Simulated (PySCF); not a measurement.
## Ir: excitation energy

Ir [Xe] 4f14 5d7 6s2 (4F) → Ir [Xe] 4f14 5d8 6s1 (4F), as a difference of total energies. Computed with PySCF 2.14 in x2c-TZVPPall with one added diffuse shell each of s, p, d, f type (12s8p8d4f1g, 113 functions), with the spin-free X2C one-electron Hamiltonian (Gaussian nucleus). Correlated levels: valence: [Xe] 4f14 frozen. The calculations carry no spin-orbit coupling.

```tsv
method	excitation energy (eV)
UHF	0.211
MP2 (valence)	0.002
SCS-MP2 (valence)	0.083
CCSD (valence)	0.159
CCSD(T) (valence)	0.148
```

How much does correlation contribute at CCSD(T) (valence)?

0.148 − (0.211) = -0.063 eV, measured against UHF.

Errors of the correlated levels include the incompleteness of this basis and the frozen core.

For comparison: 0.138 eV (measured; NIST levels, between the centres of gravity of the two terms).
